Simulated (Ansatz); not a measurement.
Nudged elastic band run: AlFH4NOP

input.yaml

```yaml
crystal:
  periodic: [false, false, false]
  atoms:
    - { symbol: "N", position_ang: [1.434879, 0.983913, -0.205472] }
    - { symbol: Al, position_ang: [0.888548, -0.623809, 0.302964] }
    - { symbol: F, position_ang: [1.973189, -1.720492, 0.976801] }
    - { symbol: P, position_ang: [-1.341111, -1.215266, -0.140348] }
    - { symbol: O, position_ang: [-1.810033, 0.416205, -0.436672] }
    - { symbol: H, position_ang: [0.76762, 1.672123, -0.562381] }
    - { symbol: H, position_ang: [2.368229, 1.389605, -0.117211] }
    - { symbol: H, position_ang: [-1.673146, -1.326368, 1.2704] }
    - { symbol: H, position_ang: [-2.519674, 0.377789, -1.105181] }
basis:
  gaussian: { orbitals: def2-SVP }
hamiltonian:
  xc: pbe
  dispersion: d4
neb:
  order_check: false
  images: 7
  f_tol: 0.03
  max_iterations: 60
  final_atoms:
    - { symbol: "N", position_ang: [1.38645815, 0.95730397, -0.04692072] }
    - { symbol: Al, position_ang: [1.06552486, -0.78626173, 0.1889615] }
    - { symbol: F, position_ang: [2.42436874, -1.75877868, 0.44566489] }
    - { symbol: P, position_ang: [-1.00612475, -1.74318935, 0.17050426] }
    - { symbol: O, position_ang: [-1.86655169, 0.09977916, -0.1546705] }
    - { symbol: H, position_ang: [0.67744945, 1.66888482, -0.22852574] }
    - { symbol: H, position_ang: [2.31647688, 1.3805427, -0.02844358] }
    - { symbol: H, position_ang: [-2.4965392, 0.18283466, 0.59035886] }
    - { symbol: H, position_ang: [-2.41256145, -0.04741555, -0.95402896] }
  initial_path:
    images:
      - { positions_ang: [[1.434879, 0.983913, -0.205472], [0.888548, -0.623809, 0.302964], [1.973189, -1.720492, 0.976801], [-1.341111, -1.215266, -0.140348], [-1.810033, 0.416205, -0.436672], [0.76762, 1.672123, -0.562381], [2.368229, 1.389605, -0.117211], [-1.673146, -1.326368, 1.2704], [-2.519674, 0.377789, -1.105181]] }
      - { positions_ang: [[1.46171669, 1.04203878, -0.18039163], [0.86954084, -0.58508651, 0.31602099], [1.89078035, -1.65775713, 1.12389653], [-1.27120744, -1.22282452, -0.2674503], [-1.89775181, 0.27487344, -0.28283077], [0.79161852, 1.66707987, -0.63568677], [2.38996805, 1.32036934, -0.22329415], [-1.69236425, -1.32660108, 1.05661705], [-2.45379995, 0.4416078, -0.92398095]] }
      - { positions_ang: [[1.48855437, 1.10016456, -0.15531126], [0.85053367, -0.54636402, 0.32907799], [1.80837171, -1.59502226, 1.27099207], [-1.20130389, -1.23038303, -0.3945526], [-1.98547062, 0.13354188, -0.12898955], [0.81561704, 1.66203675, -0.70899253], [2.4117071, 1.25113368, -0.32937731], [-1.71158249, -1.32683416, 0.84283409], [-2.3879259, 0.5054266, -0.74278091]] }
      - { positions_ang: [[1.51539206, 1.15829035, -0.13023088], [0.83152651, -0.50764153, 0.34213498], [1.72596306, -1.53228739, 1.4180876], [-1.13140033, -1.23794155, -0.5216549], [-2.07318943, -0.00778967, 0.02485168], [0.83961557, 1.65699362, -0.7822983], [2.43344615, 1.18189802, -0.43546046], [-1.73080074, -1.32706724, 0.62905114], [-2.32205185, 0.56924539, -0.56158086]] }
      - { positions_ang: [[1.54222975, 1.21641613, -0.10515051], [0.81251935, -0.46891904, 0.35519197], [1.64355441, -1.46955252, 1.56518313], [-1.06149678, -1.24550007, -0.6487572], [-2.16090825, -0.14912123, 0.1786929], [0.86361409, 1.6519505, -0.85560407], [2.4551852, 1.11266236, -0.54154361], [-1.75001898, -1.32730032, 0.41526819], [-2.2561778, 0.63306419, -0.38038081]] }
      - { positions_ang: [[1.50328685, 1.15163809, -0.09059306], [0.87577073, -0.54825471, 0.31363435], [1.83875799, -1.54185906, 1.28530357], [-1.04765377, -1.36992239, -0.44394183], [-2.08731911, -0.08689614, 0.09535205], [0.81707293, 1.65618408, -0.69883448], [2.42050812, 1.17963245, -0.4132686], [-1.93664904, -0.94976658, 0.45904086], [-2.29527371, 0.46294426, -0.52379285]] }
      - { positions_ang: [[1.46434395, 1.08686005, -0.07603562], [0.9390221, -0.62759039, 0.27207674], [2.03396157, -1.6141656, 1.00542401], [-1.03381076, -1.49434471, -0.23912647], [-2.01372997, -0.02467104, 0.0120112], [0.77053177, 1.66041766, -0.5420649], [2.38583104, 1.24660253, -0.28499359], [-2.12327909, -0.57223283, 0.50281352], [-2.33436962, 0.29282432, -0.66720488]] }
      - { positions_ang: [[1.42540105, 1.02208201, -0.06147817], [1.00227348, -0.70692606, 0.23051912], [2.22916516, -1.68647214, 0.72554445], [-1.01996775, -1.61876703, -0.03431111], [-1.94014083, 0.03755406, -0.07132965], [0.72399061, 1.66465124, -0.38529532], [2.35115396, 1.31357262, -0.15671859], [-2.30990914, -0.19469908, 0.54658619], [-2.37346554, 0.12270439, -0.81061692]] }
      - { positions_ang: [[1.38645815, 0.95730397, -0.04692072], [1.06552486, -0.78626173, 0.1889615], [2.42436874, -1.75877868, 0.44566489], [-1.00612475, -1.74318935, 0.17050426], [-1.86655169, 0.09977916, -0.1546705], [0.67744945, 1.66888482, -0.22852574], [2.31647688, 1.3805427, -0.02844358], [-2.4965392, 0.18283466, 0.59035886], [-2.41256145, -0.04741555, -0.95402896]] }
```

Command:

```bash
$ ansatz run input.yaml --threads 2 --pin off --max-ram 3072MiB --backend cpu --events-out ev --progress --plain --runs-dir out
```

Output, in part (warnings, iteration lines, the closing report on the highest movable image, with atoms numbered from 0):

```
NEB end point (image 0): max|allowed force component| = 1.946e-2 eV/Å (the criterion of neb.relax_end_points is 1.000e-2)
NEB end point (image 8): max|allowed force component| = 1.894e-2 eV/Å (the criterion of neb.relax_end_points is 1.000e-2)
NEB iter   1: max|band force component| = 1.970e1 eV/Å  barrier→ = 7.1135 eV  barrier← = 5.3207 eV  Δτ_max = 0.1977 Å  (257 SCF iters)
NEB iter   2: max|band force component| = 4.519e0 eV/Å  barrier→ = 3.3306 eV  barrier← = 1.5377 eV  Δτ_max = 0.2000 Å  (233 SCF iters)
NEB iter   3: max|band force component| = 2.526e0 eV/Å  barrier→ = 2.6153 eV  barrier← = 0.8224 eV  Δτ_max = 0.1989 Å  (226 SCF iters)
NEB iter   4: max|band force component| = 1.333e0 eV/Å  barrier→ = 2.3090 eV  barrier← = 0.5161 eV  Δτ_max = 0.2000 Å  (237 SCF iters)
NEB iter   5: max|band force component| = 1.131e0 eV/Å  barrier→ = 2.1582 eV  barrier← = 0.3653 eV  Δτ_max = 0.1900 Å  (231 SCF iters)
NEB iter   6: max|band force component| = 1.177e0 eV/Å  barrier→ = 2.0666 eV  barrier← = 0.2737 eV  Δτ_max = 0.2000 Å  (227 SCF iters)
NEB iter   7: max|band force component| = 1.566e0 eV/Å  barrier→ = 2.1902 eV  barrier← = 0.3973 eV  Δτ_max = 0.1000 Å  (225 SCF iters)
NEB iter   8: max|band force component| = 1.142e0 eV/Å  barrier→ = 2.1406 eV  barrier← = 0.3477 eV  Δτ_max = 0.1004 Å  (214 SCF iters)
NEB iter   9: max|band force component| = 7.817e-1 eV/Å  barrier→ = 2.1014 eV  barrier← = 0.3085 eV  Δτ_max = 0.1007 Å  (204 SCF iters)
NEB iter  10: max|band force component| = 1.557e0 eV/Å  barrier→ = 2.0497 eV  barrier← = 0.2568 eV  Δτ_max = 0.0502 Å  (207 SCF iters)
NEB iter  11: max|band force component| = 3.859e-1 eV/Å  barrier→ = 1.9817 eV  barrier← = 0.1888 eV  CI = image 5  Δτ_max = 0.0997 Å  (208 SCF iters)
NEB iter  12: max|band force component| = 4.866e-1 eV/Å  barrier→ = 2.0481 eV  barrier← = 0.2552 eV  CI = image 5  Δτ_max = 0.0967 Å  (200 SCF iters)
NEB iter  13: max|band force component| = 3.727e-1 eV/Å  barrier→ = 2.0926 eV  barrier← = 0.2997 eV  CI = image 5  Δτ_max = 0.0485 Å  (205 SCF iters)
NEB iter  14: max|band force component| = 2.147e-1 eV/Å  barrier→ = 2.0981 eV  barrier← = 0.3052 eV  CI = image 5  Δτ_max = 0.0464 Å  (204 SCF iters)
NEB iter  15: max|band force component| = 1.793e-1 eV/Å  barrier→ = 2.0946 eV  barrier← = 0.3017 eV  CI = image 5  Δτ_max = 0.0231 Å  (199 SCF iters)
NEB iter  16: max|band force component| = 9.313e-2 eV/Å  barrier→ = 2.0916 eV  barrier← = 0.2987 eV  CI = image 5  Δτ_max = 0.0327 Å  (205 SCF iters)
NEB iter  17: max|band force component| = 9.872e-2 eV/Å  barrier→ = 2.0896 eV  barrier← = 0.2967 eV  CI = image 5  Δτ_max = 0.0164 Å  (203 SCF iters)
NEB iter  18: max|band force component| = 1.549e-1 eV/Å  barrier→ = 2.0893 eV  barrier← = 0.2964 eV  CI = image 5  Δτ_max = 0.0082 Å  (201 SCF iters)
NEB iter  19: max|band force component| = 3.223e-2 eV/Å  barrier→ = 2.0891 eV  barrier← = 0.2962 eV  CI = image 5  Δτ_max = 0.0164 Å  (188 SCF iters)
NEB iter  20: max|band force component| = 2.027e-2 eV/Å  barrier→ = 2.0889 eV  barrier← = 0.2961 eV  CI = image 5  Δτ_max = 0.0000 Å  (412 SCF iters)
Total energy: -22181.55418147 eV, -815.1570809715 hartree
Atom 0 at     1.375416     0.956990    -0.101981 Å, force     0.008810     0.003193     0.008140 eV/Å
Atom 1 at     0.976871    -0.735985     0.255563 Å, force     0.007790    -0.003145    -0.014545 eV/Å
Atom 2 at     2.184604    -1.746683     0.854565 Å, force    -0.002214    -0.000441     0.002271 eV/Å
Atom 3 at    -1.136226    -1.613499    -0.084813 Å, force    -0.008499    -0.004973     0.007409 eV/Å
Atom 4 at    -1.805894     0.281155    -0.400153 Å, force     0.002715     0.016628    -0.021750 eV/Å
Atom 5 at     0.695359     1.632757    -0.455801 Å, force    -0.006844    -0.006407     0.000181 eV/Å
Atom 6 at     2.296277     1.387402     0.000403 Å, force     0.001391     0.007187     0.000298 eV/Å
Atom 7 at    -1.791532    -0.320255     0.667662 Å, force    -0.008710    -0.005909     0.007696 eV/Å
Atom 8 at    -2.706375     0.111817    -0.752544 Å, force     0.005561    -0.006133     0.010300 eV/Å
Dipole moment:    -0.467976     0.528896    -0.168819 e Å
```

It converged. A vibrational analysis at the climbing image gives one clearly imaginary mode, 1161i cm⁻¹: a first-order saddle point. The orbitals stay closed-shell, which can raise the energy where a bond breaks towards radicals; this wasn't checked here.

Final band (atoms are numbered from 1 in the order of the input):

```tsv
image	path coordinate (Å)	energy (kcal/mol)	P4–H8 (Å)	O5–H8 (Å)
0	0.00	0.0	1.45	2.44
1	0.38	0.2	1.46	2.45
2	0.77	1.3	1.46	2.41
3	1.15	10.2	1.43	2.08
4	1.54	33.4	1.45	1.66
5	1.92	48.2	1.63	1.23
6	2.41	42.9	2.17	0.99
7	2.89	41.5	2.45	0.98
8	3.38	41.3	2.47	0.98
```

Time of the run: 3.4 min on 2 threads of Intel(R) Xeon(R) Platinum 8488C (Sapphire Rapids) (shared host), peak memory 0.16 GiB.
